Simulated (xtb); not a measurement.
C6H15In, triplet, at a GFN2-xTB geometry (such geometries of metal compounds can be far from the true shape) (a higher spin typed on purpose: for a closed-shell molecule this is an excited state); xtb with GFN2-xTB.

xtb was given this input:
```
$ xtb mol.xyz --gfn 2 --uhf 2 --acc 30 --json

# file mol.xyz
22

In    -0.23398741    -0.36152694    -0.55690864
C      2.16381966     0.40889531    -0.09475373
C      2.51571723     1.70987648    -0.74761026
H      2.64110285    -0.45326256    -0.55793624
H      2.28567277     0.40099473     0.98308425
H      1.99831936     2.53973899    -0.26927802
H      2.25803581     1.69830154    -1.80830774
H      3.59211231     1.90687548    -0.67461138
C     -0.49591561    -2.45485353     0.67538283
C     -0.97858066    -2.08439410     2.05953176
H      0.49850946    -2.90378075     0.70372527
H     -1.18637427    -3.13331750     0.17328037
H     -1.97782826    -1.64700889     2.01874353
H     -0.30685733    -1.35785533     2.52126457
H     -1.02572651    -2.95958466     2.71632037
C     -0.66583161     1.62724689     1.02650925
C     -1.21381092     2.71681817     0.15505427
H      0.22334432     1.90576306     1.57847157
H     -1.41138158     1.16033134     1.66486430
H     -2.08016909     2.36680371    -0.41100790
H     -0.45981656     3.07228126    -0.54863506
H     -1.53594834     3.57700467     0.75386113
```

What does xtb print? Leave out banner, timings and long lists.


```
   ID    Z sym.   atoms
    1   49 In     1
    2    6 C      2, 3, 9, 10, 16, 17
    3    1 H      4-8, 11-15, 18-22

           -------------------------------------------------
          |                Calculation Setup                |
           -------------------------------------------------

molecular fragmentation (1/2 indicates fragments):
1111111111111112222222
# atoms in fragment 1/2:    15     7
 fragment masses (1/2) :      172.94       29.06
CMA distance (Bohr)    :   5.624
constraining FC (au)   :  0.0500

           -------------------------------------------------
          |                 G F N 2 - x T B                 |
           -------------------------------------------------

          ...................................................
          :                      SETUP                      :
          :.................................................:
          :  # basis functions                  49          :
          :  # atomic orbitals                  48          :
          :  # shells                           30          :
          :  # electrons                        42          :
          :  max. iterations                   250          :
          :  Hamiltonian                  GFN2-xTB          :
          :  restarted?                      false          :
          :  GBSA solvation                  false          :
          :  PC potential                    false          :
          :  electronic temp.          300.0000000     K    :
          :  accuracy                   30.0000000          :
          :  -> integral cutoff          0.2000000E+02      :
          :  -> integral neglect         0.3000000E-06      :
          :  -> SCF convergence          0.3000000E-04 Eh   :
          :  -> wf. convergence          0.3000000E-02 e    :
          :  Broyden damping             0.4000000          :
          :  net charge                          0          :
          :  unpaired electrons                  2          :
          ...................................................

 iter      E             dE          RMSdq      gap      omega  full diag
   1    -21.7425731 -0.217426E+02  0.683E+00    4.15       0.0  T
   2    -21.8322870 -0.897139E-01  0.265E+00    4.77       1.0  T
   3    -21.8005096  0.317774E-01  0.229E+00    4.83       1.0  T
   4    -21.8564813 -0.559717E-01  0.161E+00    4.78       1.0  T
   5    -21.8176984  0.387829E-01  0.141E+00    4.82       1.0  T
[...]
         :: total energy             -21.560926301344 Eh    ::
[...]
     2   6 C    3.677 --     3 C    1.064     5 H    0.961     4 H    0.953
                             1 In   0.436    16 C    0.104     9 C    0.104
     3   6 C    3.994 --     2 C    1.064     6 H    0.974     7 H    0.970
                             8 H    0.949
     4   1 H    0.999 --     2 C    0.953
     5   1 H    0.999 --     2 C    0.961
     6   1 H    0.997 --     3 C    0.974
     7   1 H    0.997 --     3 C    0.970
     8   1 H    0.989 --     3 C    0.949
     9   6 C    3.773 --    10 C    1.037    12 H    0.955    11 H    0.953
                             1 In   0.603    16 C    0.105     2 C    0.104
    10   6 C    3.997 --     9 C    1.037    13 H    0.975    14 H    0.972
                            15 H    0.964
    11   1 H    0.999 --     9 C    0.953
    12   1 H    0.999 --     9 C    0.955
    13   1 H    0.999 --    10 C    0.975
    14   1 H    0.999 --    10 C    0.972
    15   1 H    0.993 --    10 C    0.964
    16   6 C    3.675 --    17 C    1.062    18 H    0.965    19 H    0.958
                             1 In   0.420     9 C    0.105     2 C    0.104
    17   6 C    3.997 --    16 C    1.062    20 H    0.969    21 H    0.968
                            22 H    0.949
    18   1 H    0.999 --    16 C    0.965
    19   1 H    0.999 --    16 C    0.958
    20   1 H    0.998 --    17 C    0.969
    21   1 H    0.997 --    17 C    0.968
    22   1 H    0.990 --    17 C    0.949
 ---------------------------------------------------------------------------

Topologies differ in total number of bonds
Writing topology from bond orders to xtbtopo.mol

molecular dipole:
                 x           y           z       tot (Debye)
 q only:       -0.029       0.511      -0.394
   full:        0.029       0.483      -0.200       1.330
molecular quadrupole (traceless):
                xx          xy          yy          xz          yz          zz
 q only:        0.217      -0.005      -0.762       0.161       0.086       0.545
  q+dip:        0.809       0.360      -0.117      -0.210       0.052      -0.693
   full:        1.363      -0.685      -1.451      -0.540       0.047       0.089

           -------------------------------------------------
          | TOTAL ENERGY              -21.560926301344 Eh   |
          | GRADIENT NORM               0.000258192086 Eh/α |
          | HOMO-LUMO GAP               4.869563724205 eV   |
           -------------------------------------------------

normal termination of xtb
```
